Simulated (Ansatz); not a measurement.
Spin states of F2Ti (SMILES [F][Ti][F]), each relaxed at B3LYP-D3(BJ)/def2-TZVP; lowest solutions found, singlets restricted, no spin–orbit coupling, no relativity up to Kr.
Multiplicity 3 (charge 0, multiplicity 3):
| atom | x (Å) | y (Å) | z (Å) |
|---|---|---|---|
| Ti | 0.3845 | 0.0816 | -0.0232 |
| F | -0.4173 | 1.2411 | -1.1471 |
| F | -0.0004 | -1.2752 | 1.1000 |
Multiplicity 1 (charge 0, multiplicity 1):
```xyz
3

Ti    -0.01079     0.01587    -0.02344
F     -0.23614     1.37332    -1.23582
F      0.21376    -1.34172     1.18893
```

Programs: Ansatz (Gaussian basis) for Hartree–Fock, density functionals and correlated methods. Each number belongs to the level named beside it.

The energy of multiplicity 1 less that of multiplicity 3 (kcal/mol) and the share of exact exchange:

| functional | exact exchange (%) | value |
|---|---|---|
| PBE/def2-TZVPP | 0 | 30.84 |
| PBE0/def2-TZVPP | 25 | 28.65 |
| BLYP/def2-TZVPP | 0 | 28.19 |
| B3LYP/def2-TZVPP | 20 | 25.90 |
| BHLYP/def2-TZVPP | 50 | 23.35 |
| r2SCAN/def2-TZVPP | 0 | 35.53 |
| r2SCANh/def2-TZVPP | 10 | 34.88 |

Problem. Take the value as linear in the share of exact exchange along PBE and PBE0. Give the slope, say whether the sign turns, and set the other functionals against that line.

Solution. 
Slope: (28.65 − (30.84))/2.5 = -0.87 kcal/mol for each 10 %. The line keeps its sign from 0 to 100 %. At 50 % it gives 26.5 kcal/mol. The LYP pair gives (23.35 − (28.19))/5 = -0.97 for each 10 %. BHLYP, at 50 %, lies -3.1 from the PBE line. B3LYP, at 20 %, lies -3.2 from the PBE line. r2SCAN, with none, stands 4.7 from PBE. The r2SCAN pair gives -0.65 for 10 %.

Ansatz is a program for electronic structure.
